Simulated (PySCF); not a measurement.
**Vertical excitation energies**

C5H9ClOSi.
InChI=1S/C5H9ClOSi/c1-2-7-4-3-8-5(4)6/h3,5H,2,8H2,1H3/t5-/m1/s1

Method used: TDDFT wB97X-D/def2-SVPD, vertical, gas phase, core orbitals frozen in the response in PySCF. Geometry: GFN2-xTB, one conformer, isolated molecule. Torsions of this conformer, `[CH3:1][CH2:2][O:3][C:4]1=[CH:5][SiH2:6][C@H:7]1[Cl:8]`: C1–C2–O3–C4 -174°, C2–O3–C4–C5 180°.

```tsv
state	E (eV)	λ (nm)	f	|μ| (D)	main configurations (H = HOMO, L = LUMO)
S1	5.99	207.0	0.087	1.96	H→L (75%), H-1→L (17%)
S2	6.11	203.0	0.013	0.75	H→L+1 (82%), H-1→L (12%)
S3	6.36	194.9	0.153	2.52	H-1→L (60%), H→L (18%), H→L+1 (10%)
S4	6.78	182.8	0.025	0.99	H→L+2 (59%), H→L+4 (30%)
S5	6.90	179.7	0.0044	0.41	H-2→L (86%)
S6	7.05	175.9	0.061	1.50	H-1→L+1 (79%)
S7	7.31	169.5	0.045	1.28	H→L+3 (18%), H→L+5 (16%), H→L+4 (14%)
S8	7.54	164.4	0.053	1.37	H-1→L+4 (27%), H→L+3 (22%), H-3→L (12%)
```

Triplets, Tamm–Dancoff:

| state | E (eV) | λ (nm) | main configurations (H = HOMO, L = LUMO) |
| --- | --- | --- | --- |
| T1 | 4.18 | 296.7 | H→L (74%), H→L+4 (8%) |
| T2 | 5.75 | 215.5 | H-1→L (75%) |
| T3 | 5.95 | 208.5 | H→L+1 (78%) |

The lowest singlet comes at 207 nm (578 kJ/mol) in the ultraviolet; it is of moderate strength; its leading configuration is HOMO→LUMO (75%). The most intense listed level is S3 at 6.36 eV (195 nm, f = 0.153), 0.37 eV above S1. Löwdin shares by element: HOMO carbon 51% or more, oxygen 21%, silicon 6% (atoms not listed hold the other 22%); LUMO carbon 50% or more, chlorine 24% (atoms not listed hold the other 26%). Orbital energies (eV): HOMO-3 -11.33, HOMO-2 -10.25, HOMO-1 -9.59, HOMO -8.71, LUMO 1.46, LUMO+1 1.65, LUMO+2 2.17. The listed states span 1.55 eV, and the widest gap between neighbours is 0.42 eV (S3 to S4). Weighted by f, the mean energy of these states is 6.64 eV. The window holds the lowest 8 singlets.
